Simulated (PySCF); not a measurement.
CHO2, SMILES O=[C]O, multiplicity 2. Atoms are numbered in the order given.

```xyz
4

O      0.1742     1.1540     0.0000
C     -0.4228     0.1348     0.0000
O      0.0187    -1.1168     0.0000
H      0.9936    -1.1068     0.0000
```
Charge 0, spin multiplicity 2.

Geometry optimised at ωB97X-D3(BJ)/def2-TZVP. The isomer is the one that the SMILES or the coordinates give; other isomers of the formula were not compared. Other conformers were not sampled.

Computed with B3LYP/pcH-1 (PySCF).

Unrestricted Kohn–Sham, ⟨S²⟩ = 0.753. Hyperfine tensors hold the contact and dipolar terms, without spin-orbit corrections.

Computed hyperfine couplings:
```json
[
 {"nucleus": "17O no. 1", "A(iso) (MHz)": "-52.9", "A(iso) (G)": "-18.9", "dipolar principal values (MHz)": "-97.4, 44.3, 53.2"},
 {"nucleus": "13C no. 2", "A(iso) (MHz)": "636.4", "A(iso) (G)": "227.1", "dipolar principal values (MHz)": "-51.5, -43.2, 94.7"},
 {"nucleus": "17O no. 3", "A(iso) (MHz)": "-246.4", "A(iso) (G)": "-87.9", "dipolar principal values (MHz)": "-23.9, 11.4, 12.5"},
 {"nucleus": "1H no. 4", "A(iso) (MHz)": "97.0", "A(iso) (G)": "34.6", "dipolar principal values (MHz)": "-8.4, -2.0, 10.3"}
]
```

### Question
And the g tensor (effective nuclear charges for spin-orbit coupling, GIAO)? (The exact figures need the calculation; the answer reports its results.)

### Answer
principal values 1.9980, 2.0017, 2.0038; isotropic 2.0012.
